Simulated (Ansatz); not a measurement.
The input (input.yaml):

```yaml
crystal:
  periodic: [false, false, false]
  atoms:
    - { symbol: C, position_ang: [-1.0558, -1.0282, -0.2001] }
    - { symbol: Ge, position_ang: [0.4606, -0.1132, 0.5337] }
    - { symbol: Cl, position_ang: [2.1599, -1.3851, 0.2545] }
    - { symbol: C, position_ang: [0.8301, 1.5694, -0.3713] }
    - { symbol: O, position_ang: [-0.1005, 2.4172, -0.3585] }
    - { symbol: H, position_ang: [-1.9905, -0.314, -0.077] }
    - { symbol: H, position_ang: [-0.9169, -1.1664, -1.2899] }
    - { symbol: H, position_ang: [-1.2337, -1.9314, 0.3016] }
    - { symbol: H, position_ang: [0.2437, 0.1677, 2.0878] }
    - { symbol: H, position_ang: [1.6861, 1.7329, -0.8779] }
basis:
  gaussian: { orbitals: def2-SVP }
hamiltonian:
  xc: hf
relax:
  f_tol: 0.02
  max_steps: 40
output:
  orbitals: {}
```

Launched with:

```bash
$ ansatz run input.yaml --threads 2 --pin off --max-ram 3072MiB --backend cpu --events-out ev --progress --plain --runs-dir out
```

Hardware: 2 threads of Arm Neoverse N1 (shared host).

Problem. Roughly how long does this run take, and how much memory?

Solution. 81 s, with a peak of 0.28 GiB, for 21 ionic steps.
